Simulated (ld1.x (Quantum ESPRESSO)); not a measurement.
# Cl: variants of one TM potential

Base potential:

```json
{
 "Element": "Cl (Z = 17)",
 "Generator": "ld1.x (Quantum ESPRESSO) 7.5",
 "Type": "norm-conserving Troullier–Martins (Kleinman–Bylander form)",
 "Functional": "PBE",
 "Relativity": "scalar-relativistic",
 "Frozen core": "[Ne]",
 "Valence charge": "7",
 "Reference configuration": "3s2 3p5",
 "Partial waves": "3p (bound): rc 1.20 bohr; 3s (bound): rc 1.35 bohr",
 "Local potential": "the s channel",
 "Core correction": "Bessel-smoothed model core inside 0.90 bohr"
}
```

All-electron outer shells of the reference configuration (PBE, scalar-relativistic, ld1.x):

| shell | level (eV) | outermost node (bohr) | outermost maximum (bohr) |
| --- | --- | --- | --- |
| 2s | -252.70 | 0.12 | 0.36 |
| 2p | -191.63 | – | 0.30 |
| 3s | -20.69 | 0.55 | 1.29 |
| 3p | -8.59 | 0.53 | 1.43 |

Cutoffs, loose and tight: the cutoffs (Ry, on a coarse ladder) from which the occupation-weighted sum of valence levels, in a spherical-Bessel basis at the reference potential, stays within 10 and 1 mRy of its value at 400 Ry. They do not see the model core or the augmentation charge, which bear on the density cutoff. Test errors are all-electron minus pseudo excitation energies from the reference, over the configurations 3s2 3p4; 3s2 3p3; 3s2 3p2; 3s2 3p5.3; 3s2 3p1; 3s1 3p5; 3s2 3p4.5. A dash means not determined; rows that change the core or the reference have their own tests.

```csv
change,outcome,"cutoff, loose","cutoff, tight",bound ghosts,largest test error (meV)
base,generated,60 Ry,110 Ry,none,+194
wave 3s (bound): rc 1.35 bohr becomes 3s (bound): rc 0.88 bohr,generated,120 Ry,300 Ry,none,+330
core correction Bessel-smoothed model core inside 0.54 bohr,generated,60 Ry,110 Ry,none,+186
wave 3p (bound): rc 1.20 bohr becomes 3p (bound): rc 1.44 bohr,generated,50 Ry,80 Ry,none,+210
functional PBEsol,generated,60 Ry,110 Ry,none,+195
reference 3s1 3p6,generated,55 Ry,110 Ry,none,+74
"type ultrasoft; waves now 3s (bound): rcut 1.15, rcutus 1.35 bohr; 3s channel at -0.2 Ry: rcut 1.15, rcutus 1.35 bohr; 3p (bound): rcut 1.05, rcutus 1.20 bohr; 3p channel at -0.3 Ry: rcut 1.05, rcutus 1.20 bohr; local potential all-electron potential smoothed inside 0.90 bohr (lloc = -2); augmentation built from norm-conserving waves at rcut, not smoothed further",generated,18 Ry,55 Ry,none,+83
wave 3p (bound): rc 1.20 bohr becomes 3p (bound): rc 1.32 bohr,generated,50 Ry,80 Ry,none,+204
wave 3p (bound): rc 1.20 bohr becomes 3p (bound): rc 1.00 bohr,generated,120 Ry,200 Ry,none,+166
"all radii but the core radius scaled by about 1.29 (s 1.74, p 1.54 bohr)",generated,35 Ry,55 Ry,none,+356
```
